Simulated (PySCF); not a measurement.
Compound: H5PSeSi.
Bonds: P1–Si2, Si2–Se3. Hydrogens: H4, H5 on P1; H6, H7 on Si2; H8 on Se3.

A GFN2-xTB structure was refined with PySCF, PBE0-D3(BJ)/def2-SVP geometry optimisation, gas phase. Its GFN2-xTB values:

| coordinate | GFN2-xTB |
| --- | --- |
| P1–Si2 | 2.278 Å |
| P1–H4 | 1.357 Å |
| Si2–Se3 | 2.307 Å |
| Si2–H6 | 1.462 Å |
| Se3–H8 | 1.439 Å |
| P1–Si2–Se3 | 115.2° |
| P1–Si2–H6 | 108.8° |
| P1–Si2–H7 | 109.4° |
| Si2–P1–H4 | 95.8° |
| Si2–Se3–H8 | 95.4° |
| Se3–Si2–H6 | 107.5° |
| Se3–Si2–H7 | 103.5° |
| H6–Si2–H7 | 112.3° |

Question: How do these coordinates change at the PBE0-D3(BJ)/def2-SVP level?

Answer: 
| coordinate | PBE0-D3(BJ)/def2-SVP (Å or °) | change |
| --- | --- | --- |
| P1–H4 | 1.430 | +0.073 |
| Se3–H8 | 1.472 | +0.033 |
| Si2–H6 | 1.494 | +0.032 |
| Si2–Se3 | 2.287 | -0.020 |
| P1–Si2 | 2.263 | -0.015 |
| Se3–Si2–H6 | 111.0 | +3.5 |
| H6–Si2–H7 | 109.5 | -2.8 |
| Si2–P1–H4 | 93.2 | -2.6 |
| Si2–Se3–H8 | 93.2 | -2.2 |
| P1–Si2–H6 | 107.1 | -1.7 |
| P1–Si2–Se3 | 116.4 | +1.2 |
| P1–Si2–H7 | 108.7 | -0.7 |
| Se3–Si2–H7 | 104.0 | +0.5 |

The energy falls by 17.4 kJ/mol over 9 energy and gradient evaluations, the largest force component goes from 0.0385 to 3.6e-04 Eh/bohr, and the atoms move by 0.143 Å rms after alignment. The bond that changes most is P1–H4 (three-coordinate phosphorus to P–H hydrogen), which lengthens by 0.073 Å. Bonds longer at the end by more than 0.005 Å: 5 of 7; shorter: 2. Among the dihedrals that turn most is H7–Si2–Se3–H8, from -161° to 177°. Rotational constants go from 10453, 1365, 1242 to 10661, 1364, 1251 MHz.

The run used 93 basis functions and 55 SCF cycles in all.

Whether it is a minimum is left open (no frequencies). The numbers are those of one conformer.
